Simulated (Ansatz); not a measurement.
# Energy profile

The step: Si₂NH₇ ([NH2][SiH2][SiH3]) + AsH₃ → Si₂AsH₇ ([SiH3][SiH2][AsH2]) + NH₃; bonds formed: Si1–As7, N2–H6; bonds broken: Si1–N2, H6–As7 (atoms numbered as in the saddle structure below).

```
14
angstrom
Si -0.3604 -0.9104 0.8031
N 1.1411 0.1446 1.1262
H 0.1362 -2.1397 0.1508
H -0.6865 -1.2489 2.2260
Si -2.0167 0.3076 -0.2796
H 1.3166 0.4151 0.0741
As 0.8934 0.2109 -2.0517
H 0.9694 0.9601 1.7106
H 1.9350 -0.3696 1.5003
H -3.2642 0.2639 0.5458
H -1.6011 1.7308 -0.3713
H -2.3060 -0.2837 -1.6039
H 2.1816 -0.6064 -1.9400
H 1.6614 1.5257 -1.8902
```

Electronic energies by CCSD(T) at an estimated basis limit (MP2 extrapolated from triple and quadruple zeta, plus CCSD(T) − MP2 in triple zeta), on PBE0-D4/def2-TZVP structures; Si2AsNH10, closed shell; no counterpoise correction. Ansatz 0.2.0; basis: def2-TZVPP and def2-QZVPP; cores frozen in the correlated methods. Filled d shells of the heavier atoms are correlated. The def2 sets are not built for correlating such inner shells, so the correlated values are less sure here. Extrapolation: Hartree–Fock as exp(−7.88 √X), correlation as X^−2.97.

Question: Give the profile in kcal/mol, counted from the separated reactants. (An estimate is asked for; the value comes from the calculation.)

Answer: By the calculation:
```csv
point,kcal/mol
"separated: Si2NH7 (linked as [NH2][SiH2][SiH3]; Si1, N2, H3, H4, Si5, H8, H9, H10, H11, H12; singlet) + AsH3 (H6, As7, H13, H14; singlet)",0.00
start structure,-1.94
saddle,27.56
end structure,-3.36
"separated: Si2AsH7 (linked as [SiH3][SiH2][AsH2]; Si1, H3, H4, Si5, As7, H10, H11, H12, H13, H14; singlet) + NH3 (N2, H6, H8, H9; singlet)",0.22
```

T1 diagnostic: at most 0.014.

For scale, one of the runs: CCSD(T)/def2-TZVPP, 303 basis functions, launched by `ansatz run in.yaml --threads 8 --pin off --events-out ev --progress --plain --max-ram 19148MiB`. The run took 4.5 min on 8 CPU threads of an Arm Neoverse V1 (shared host), with 9.6 GiB of host memory at its peak.
